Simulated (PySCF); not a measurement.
Al(All)(OMe)2, C5H11AlO2, SMILES [O]([Al]([O]C)[CH2]C=C)C, GFN2-xTB optimised geometry.

```
19

Al    -0.51     0.50     0.00
C     -1.43    -1.31     0.02
C     -0.46    -2.38    -0.32
C      0.21    -3.10     0.57
H     -2.26    -1.28    -0.68
H     -1.84    -1.46     1.02
H     -0.30    -2.55    -1.38
H      0.09    -2.94     1.63
H      0.91    -3.86     0.27
O     -1.50     1.82     0.00
C     -2.29     2.97     0.00
H     -2.90     3.00     0.91
H     -1.66     3.86    -0.04
H     -2.96     2.96    -0.87
O      1.14     0.50     0.00
C      2.53     0.38     0.02
H      2.94     0.60    -0.97
H      2.96     1.09     0.74
H      2.81    -0.63     0.31
```

Density from PySCF with PBE0/def2-SVP at that geometry.

Minimum of the electron density along straight lines between bonded atoms, close to the bond critical point (lines longer than 1.1 times the sum of covalent radii, or with two minima, are not listed):

```csv
bond,length / Å,ρ at the minimum / e bohr⁻³,∇²ρ there / e bohr⁻⁵,position (fraction from the first atom)
Al1–C2,2.025,0.075,0.27,0.39
C2–C3,1.479,0.261,___,0.49
C3–C4,1.325,0.343,-0.92,0.51
C2–H5,1.091,0.269,-0.94,0.62
C2–H6,1.092,0.268,-0.93,0.62
C3–H7,1.083,0.281,-1.06,0.63
C4–H8,1.078,0.280,-1.05,0.62
C4–H9,1.077,0.281,-1.06,0.63
Al1–O10,1.651,0.101,1.02,0.44
O10–C11,1.396,0.253,___,0.66
C11–H12,1.093,0.281,-1.06,0.63
C11–H13,1.093,0.281,-1.06,0.63
C11–H14,1.093,0.281,-1.06,0.63
Al1–O15,1.650,0.102,1.03,0.44
O15–C16,1.396,0.253,___,0.67
C16–H17,1.093,0.281,-1.06,0.63
C16–H18,1.093,0.281,-1.06,0.63
C16–H19,1.093,0.282,-1.07,0.63
```

Some entries are withheld; supply them.


- C2–C3, ∇²ρ there / e bohr⁻⁵: -0.61
- O10–C11, ∇²ρ there / e bohr⁻⁵: -0.26
- O15–C16, ∇²ρ there / e bohr⁻⁵: -0.24
